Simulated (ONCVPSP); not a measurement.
**What one change does to a pseudopotential (N (Z = 7), ONCV)**

nitrogen, optimised norm-conserving Vanderbilt (ONCV), made with ONCVPSP 4.0.1 (PBE, scalar-relativistic). Core [He], reference 2s2 2p3. Waves: 2s: rc 0.75 bohr, ncon 4, nbas 7, qcut 9.8 1/bohr, 3 projectors, debl 3.8 Ha; 2p: rc 1.65 bohr, ncon 5, nbas 10, qcut 8.3 1/bohr, 2 projectors, debl 1.8 Ha; d scattering state at 0.06 Ha: rc 1.40 bohr, ncon 3, nbas 8, qcut 7.7 1/bohr, 2 projectors, debl 3.4 Ha. Local part: polynomial inside 0.70 bohr (lpopt 3, dvloc0 6 Ha). Core correction: Teter function, fcfact 5, rcfact 1.1.

Change: p: rc 2.34.

Cutoffs: the cutoffs (Ha) at which the residual kinetic energy of the hardest occupied pseudo-wave falls to 1 and 0.1 mHa per electron; they do not see the model core or the augmentation charge, which bear on the density cutoff. Errors are all-electron minus pseudo energies relative to the spin-unpolarised reference configuration.

How do hardness, ghosts and transferability respond?

The potential gets neither clearly harder nor softer (30 Ha and 184 Ha → 30 Ha and 184 Ha); both files keep a bound ghost (s); of the 4 tests that both files solve, the error grows in 4 and shrinks in 0 by more than 15 % and 0.3 meV (median size 90.9 → 252.8 meV). More of the atom is replaced by a form fitted at one configuration, so other configurations suffer.

```tsv
quantity	base	changed
cutoff, loose	30 Ha	30 Ha
cutoff, tight	184 Ha	184 Ha
loose cutoff by channel	s 30 Ha, p 24 Ha	s 30 Ha, p 18 Ha
bound ghosts	s	s
GHOST(+) flags under 300 eV	none	none
error for 2s2 2p2, meV [ΔE 13.59 eV]	+18	+57
error for 2s2 2p1, meV [ΔE 42.44 eV]	+164	+449
error for 2s2 2p0, meV [ΔE 89.53 eV]	+724	+1706
error for 2s2 2p2.5, meV [ΔE 5.09 eV]	+2.5	+9.0
s: phases at 0.76 bohr within 0.05 rad from the reference energy up to (Ha; the scan ends near 5)	to the end of the scan	to the end of the scan
d: phases at 1.42 bohr within 0.05 rad from the reference energy up to (Ha; the scan ends near 5)	to the end of the scan	to the end of the scan
rms error of d²Exc/dni dnj with the model core, mHa	2.17	1.85
```

 A true bound ghost makes a file unfit for plane-wave use even where its test errors are small: the radial tests pick states by their node count and pass the ghost by.
